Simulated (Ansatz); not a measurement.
Consider the ligand exchange at the Si–C bond: `C[Si](Cl)(Cl)Cl` + H₂Se → `Cl[Si](Cl)(Cl)[SeH]` + CH₄.

Calculated with Ansatz (gas phase, PBE0-D4/def2-TZVP geometries, no zero-point term in ΔE). CBS: MP2 limit from def2 TZ/QZ plus the TZ coupled-cluster correction, frozen cores. This one scheme is used for every species. DFT in def2-TZVPP. B3LYP here is the variant with VWN-RPA as its local correlation; programs differ in this. For Se outer-core shells are correlated without core-valence functions, which leaves a few kJ/mol of doubt a bond. Scalar relativity is left out up to krypton. One conformer a species, not always the lowest.

`C[Si](Cl)(Cl)Cl`:

Z-matrix (Å, degrees):
```
C
Si 1 1.841
H 1 1.092 2 110.0
H 1 1.092 2 110.0 3 120.0
H 1 1.092 2 110.0 3 -120.0
Cl 2 2.039 1 110.7 3 180.0
Cl 2 2.039 1 110.7 3 -60.0
Cl 2 2.039 1 110.6 3 60.0
```

H₂Se:

Cartesian coordinates in Å:
```
Se 0.511 0.285 0.355
H 0.106 -1.095 0.066
H -0.617 0.810 -0.421
```

`Cl[Si](Cl)(Cl)[SeH]`:

Cartesian coordinates in Å:
```
Cl -1.747 0.091 1.221
Si 0.016 -0.347 0.307
Cl 1.351 -0.997 1.693
Cl -0.354 -1.840 -1.024
Se 0.951 1.454 -0.661
H -0.218 1.640 -1.535
```

CH₄:

Cartesian coordinates in Å:
```
C 0.000 0.000 0.000
H -0.201 -1.023 -0.315
H 0.577 0.511 -0.771
H 0.567 -0.011 0.930
H -0.943 0.524 0.156
```

Question: Is it downhill or uphill in electronic energy at CCSD(T)/CBS, and by how much? (Estimate.)

Answer: Ansatz gave: Downhill: ΔE = -48.5 kJ/mol.

Question: What do these levels give: B97M-V, PBE0-D4, r2SCANh-D4, ωB97X-V, B3LYP, r2SCANh, r2SCAN0, CAM-B3LYP, RPA@PBE/def2-TZVPP, CCSD(T)/def2-SVP, SCS-MP2/def2-TZVPP, SCS-MP2/def2-QZVPP? (An estimate is asked.)

Answer: Computed: B97M-V -44.7, PBE0-D4 -49.5, r2SCANh-D4 -47.7, ωB97X-V -43.1, B3LYP -43.7, r2SCANh -47.3, r2SCAN0 -46.6, CAM-B3LYP -39.3, RPA@PBE/def2-TZVPP -40.3, CCSD(T)/def2-SVP -39.6, SCS-MP2/def2-TZVPP -46.6, SCS-MP2/def2-QZVPP -49.1 kJ/mol.

Largest T1 diagnostic among the species: 0.009.

At CCSD(T), def2-SVP lies +8.9 kJ/mol from the extrapolated value and def2-TZVPP +5.9 kJ/mol. From BLYP to BHLYP (50 % exact exchange), in def2-TZVPP and without D4, ΔE moves by +3.6 kJ/mol.
